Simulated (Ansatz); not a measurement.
# Cl⁻ ··· SiH3F

The pair of Cl⁻ (SMILES [Cl-], atom 1) and SiH3F (SMILES [SiH3]F, atoms 2–6), both closed shells, in one local arrangement (a lower one may exist), relaxed at PBE0-D4/def2-TZVPD:

Cl1  (0.042, 0.251, -2.248)
Si2  (-0.004, -0.022, 0.197)
F3  (-0.036, -0.210, 1.879)
H4  (1.171, 0.889, 0.179)
H5  (-1.369, 0.557, 0.094)
H6  (0.195, -1.465, -0.102)
(Å)

Program: Ansatz 0.2.0. Basis: def2-TZVPPD, with def2-QZVPPD for the basis limit. Cores are frozen in the correlated methods. B3LYP uses VWN-RPA correlation. Extrapolation: Hartree–Fock as exp(−7.88 √X), correlation as X^−2.97. Interaction energies count from these two fragments, frozen as in the pair, with the counterpoise correction; negative means bound.

(1) What is the interaction energy by CCSD(T) at an estimated basis limit (MP2 extrapolated from triple and quadruple zeta, plus CCSD(T) − MP2 in triple zeta)? (An estimate is asked for; the value comes from the calculation.)

(2) Which atoms make the shortest contact between the fragments?

No T1 diagnostic of these runs exceeds 0.013.

Results:

(1) Computed: -33.84 kcal/mol. Hartree–Fock alone gives -26.13 kcal/mol at the basis limit. It counts from the two fragments frozen as in the pair.

The same quantity by other methods in triple zeta, and each one's difference from that estimate:
| method | E_int (kcal/mol) | difference |
| --- | --- | --- |
| PBE-D4 | -34.65 | -0.81 |
| revPBE-D4 | -34.20 | -0.36 |
| BLYP-D4 | -30.95 | 2.89 |
| r2SCAN-D4 | -34.72 | -0.88 |
| B97M-V | -33.64 | 0.20 |
| PBE0-D4 | -35.39 | -1.55 |
| B3LYP-D4 | -32.16 | 1.68 |
| HSE06-D4 | -35.35 | -1.51 |
| wB97X-V | -33.50 | 0.34 |
| wB97M-V | -33.86 | -0.02 |
| B2PLYP | -30.77 | 3.07 |
| HF | -25.87 | 7.97 |
| MP2 | -32.57 | 1.27 |
| CCSD | -31.00 | 2.84 |
| CCSD(T) | -31.80 | 2.04 |
Differences are method less estimate.

(2) Cl1 and Si2, 2.46 Å apart.

Energy to bend the free fragments (PBE0-D4 minima) into their shapes in the pair, CCSD(T)/def2-TZVPPD: SiH3F 13.36 kcal/mol. This must be added to the interaction energy to get the binding energy from relaxed fragments.

Basis-set superposition shift (counterpoise-corrected less uncorrected): CCSD(T) 1.80; MP2 1.70; HF 0.19; PBE0-D4 0.23; wB97M-V 0.20 kcal/mol.

For scale, one of the runs: CCSD(T)/def2-TZVPPD, 190 basis functions, launched by `ansatz run in.yaml --threads 2 --pin off --events-out ev --progress --plain --max-ram 5222MiB`. Hardware: 2 CPU threads of an Arm Neoverse V2, shared host. Wall time 39 s; peak host memory 1.9 GiB.
